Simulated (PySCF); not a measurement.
Some computed properties have been withheld. Give your best values.

C₇H₁₀O.
SMILES with atom numbers: `[CH2:1]=[C:2](/[CH:3]=[CH:4]\[CH3:5])[C:6]([CH3:7])=[O:8]` (hydrogens: H9, H10 on C1; H11 on C3; H12 on C4; H13, H14, H15 on C5; H16, H17, H18 on C7)

Geometry (GFN2-xTB, Å), atoms numbered from 1 in this order:
```
atom  x, y, z in Å
C1    -2.219    1.047    0.285
C2    -1.009    0.551    0.020
C3     0.216    1.226    0.463
C4     1.281    0.638    0.998
C5     1.442   -0.815    1.285
C6    -0.926   -0.681   -0.819
C7     0.192   -0.702   -1.835
O8    -1.735   -1.576   -0.731
H9    -3.106    0.539   -0.053
H10   -2.353    1.959    0.843
H11    0.197    2.305    0.377
H12    2.119    1.256    1.297
H13    2.267   -1.230    0.704
H14    0.534   -1.372    1.067
H15    1.689   -0.951    2.337
H16   -0.187   -1.108   -2.770
H17    0.980   -1.366   -1.486
H18    0.610    0.287   -1.993
```

```tsv
property	level	value
point group of the GFN2-xTB geometry	GFN2-xTB	C1
rotational constants A, B, C of the GFN2-xTB geometry	GFN2-xTB	2.602, 1.784, 1.360 GHz
dipole moment	PBE0/def2-SVPD	3.00 D
HOMO energy	PBE0/def2-SVPD	?
LUMO energy	PBE0/def2-SVPD	?
lowest singlet excitation	TDDFT PBE0/def2-SVPD	?
strongest line among the 8 lowest singlet transitions	TDDFT PBE0/def2-SVPD	?
lowest triplet excitation (Tamm–Dancoff)	TDA PBE0/def2-SVPD	?
static isotropic polarisability	PBE0/def2-SVPD	88.4 au
electronic spatial extent ⟨r²⟩ about the centre of nuclear charge	PBE0/def2-SVPD	999 bohr²
13C chemical shifts (computed TMS as zero) by class	GIAO PBE0/pcSseg-1	207.4 (C6), 156.1 (C2), 140.1 (C4), 134.2 (C3), 132.0 (C1), 30.1 (C7), 19.4 (C5) ppm
1H chemical shifts (computed TMS as zero) by class	GIAO PBE0/pcSseg-1	6.55 (H11), 6.24 (H9), 6.01 (H12), 5.49 (H10), 2.25 (H16/H17/H18), 1.76 (H13/H14/H15) ppm
isotropic shieldings of nuclei other than C and H, by class	GIAO PBE0/pcSseg-1	-322 (O8) ppm
```

Electronic properties: PySCF, gas phase, density fitting. NMR classes are plain means over equivalent atoms (diastereotopic ones count apart unless rotation or inversion swaps them), as if these changed places fast; in this geometry the members of some classes differ.

Question: What is the strongest line among the 8 lowest singlet transitions?

Answer: S4 at 6.05 eV (205 nm, f = 0.206).

Question: What is the lowest triplet excitation (Tamm–Dancoff)?

Answer: 3.19 eV.

Question: Give the lowest singlet excitation.

Answer: 3.83 eV (324 nm, f = 0.000).

Question: The LUMO energy?

Answer: -1.54 eV.

Question: The HOMO energy?

Answer: -7.11 eV.

The rotational constants make it an asymmetric top with κ = (2B − A − C)/(A − C) = -0.32, nearer the prolate limit (−1). In wavenumbers S1 is 30900 cm⁻¹ (1 eV = 8065.54 cm⁻¹). With B = h/(8π²I), that is 505.379 GHz u Å² over I, the principal moments of inertia are 194.2, 283.3 and 371.7 u Å² (most abundant isotopes). No computed singlet falls in the visible range (750 to 380 nm, 1.65 to 3.26 eV); S1 lies 0.57 eV above its blue end. A dipole of 3.00 D is allowed in C1, and pure rotational transitions are dipole-allowed.

One conformer stands for the species.
